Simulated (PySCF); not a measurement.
## Relaxation of singlet SbF3

All numbers come from PySCF, PBE, basis Sb def2-TZVP with ECP28, F def2-TZVP (scalar-relativistic core potentials, no spin–orbit coupling, density fitting). A (50,194) grid was used.

A start displaced from a saddle point along its imaginary mode, of C3v symmetry, held to at least that symmetry:

```xyz
4
charge 0 multiplicity 1, angstrom
Sb    0.0000    0.0000    0.0566
F     1.9960    0.0000   -0.1200
F    -0.9980    1.7286   -0.1200
F    -0.9980   -1.7286   -0.1200
```

(1) What does it relax to?

(2) How much energy is released, and in how many steps?

Results:

(1) It ends at C3v with Sb–F 1.918 Å (×3); F–Sb–F 95.5° (×3) (after a last refinement on a finer grid). A frequency run shows a minimum. Other isomers or separated fragments may lie lower.

(2) 154.3 kJ/mol in 7 steps.
